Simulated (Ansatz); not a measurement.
Correlation energies of `CO[Si](S)Cl` radical by basis set

```xyz
9

C     0.371   -0.766    1.318
O    -0.278   -0.918    0.071
Si   -0.861    0.288   -0.860
S     0.759    1.640   -1.245
Cl   -1.563   -0.639   -2.556
H     0.891   -1.699    1.536
H     1.099    0.051    1.299
H    -0.357   -0.573    2.111
H    -0.061    2.614   -1.674
```

The species carries charge 0 and has multiplicity 2. The geometry is a stationary point of PBE0-D4/def2-TZVP. It is one conformer, not always the lowest. Frozen core, unrestricted reference, the Gaussian-basis code of Ansatz. CBS rows extrapolate triple and quadruple zeta; past MP2 they add the triple-zeta difference.

| basis | HF (Eh) | MP2 corr. |
| --- | --- | --- |
| def2-TZVPP | -1261.19482 | -0.86894 |
| def2-QZVPP | -1261.23376 | -0.94358 |

Estimate the CCSD correlation energy and the (T) correction in each basis where they were run (hartree).


| basis | CCSD corr. | (T) |
| --- | --- | --- |
| def2-TZVPP | -0.92087 | -0.03925 |
| CBS(def2) | -1.05079 | as TZ |
